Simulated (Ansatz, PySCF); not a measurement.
ClH2SbTe2, SMILES [Cl][Sb]([TeH])[TeH].

Coordinates come from a B3LYP-D3(BJ)/def2-SVP optimisation. The geometry has at least one imaginary mode, so it is a saddle point at that level. The def2 effective core potentials stand for the cores of Sb, Te; spin–orbit coupling is left out.

Vertical ionisation energy (IE) and electron affinity (EA) in eV. Rows of orbital energies are one-electron estimates. Where ΔSCF, EOM or ADC give a negative EA the extra electron is unbound and the value depends on the basis.

```csv
level,IE,EA
"−ε(HOMO), −ε(LUMO), HF/def2-TZVP (PySCF)",8.93,-0.60
"−ε(HOMO), −ε(LUMO), PBE/def2-TZVP (PySCF)",5.66,2.82
"ΔSCF, PBE0/def2-SVPD (Ansatz), final states of multiplicity 2 and 2",8.32,0.87
"ΔSCF, PBE/def2-SVPD (Ansatz), final states of multiplicity 2 and 2",___,___
```

**Question.** Fill in the missing entries. (The exact figures need the calculation; the answer reports its results.)

**Answer.** 
- ΔSCF, PBE/def2-SVPD (Ansatz, a program for electronic structure), final states of multiplicity 2 and 2, IE: 8.01
- ΔSCF, PBE/def2-SVPD (Ansatz), final states of multiplicity 2 and 2, EA: 0.88

**Question.** What vertical singlet–triplet gap does ΔSCF give with PBE0/def2-SVPD (Ansatz) and with PBE/def2-SVPD (Ansatz)? (The exact figures need the calculation; the answer reports its results.)

**Answer.** 2.96 and 2.81 eV (triplet above singlet where positive).
